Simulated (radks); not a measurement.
Question: Species: Hf III. Configuration: [Xe] 4f(5/2: 5, 7/2: 8) 5d(3/2: 1, 5/2: 0) 6s2 (not the ground configuration). Method: Dirac Kohn-Sham, BLYP, spin-unpolarised, spherical densities, finite nucleus; Fermi nuclear charge, rms radius 5.347 fm; computed with a radial shooting solver on a logarithmic mesh with Libxc functionals.

Spin-orbit splittings of the eigenvalues, e(l+1/2) - e(l-1/2), with zeta = 2 splitting/(2l+1) and mean radii in bohr:

| shell | occ. | splitting (eV) | zeta (eV) | <r> j=l-1/2 | <r> j=l+1/2 |
|---|---|---|---|---|---|
| 2p | 6 | 1192 | 794.7 | 0.06612 | 0.07385 |
| 3p | 6 | 255.4 | 170.3 | 0.1981 | 0.2125 |
| 3d | 10 | ? | ? | 0.1863 | 0.1908 |
| 4p | 6 | 58.75 | 39.16 | 0.4738 | 0.5064 |
| 4d | 10 | 10.80 | 4.320 | 0.5265 | 0.5378 |
| 4f | 13 | 1.833 | 0.5237 | 0.6436 | 0.6537 |
| 5p | 6 | 8.507 | 5.671 | 1.226 | 1.323 |
| 5d | 1 | 0.7818 | 0.3127 | 1.854 | 1.903 |

Estimate the 3d splitting.

Answer: 55.70 eV (zeta = 22.28 eV).
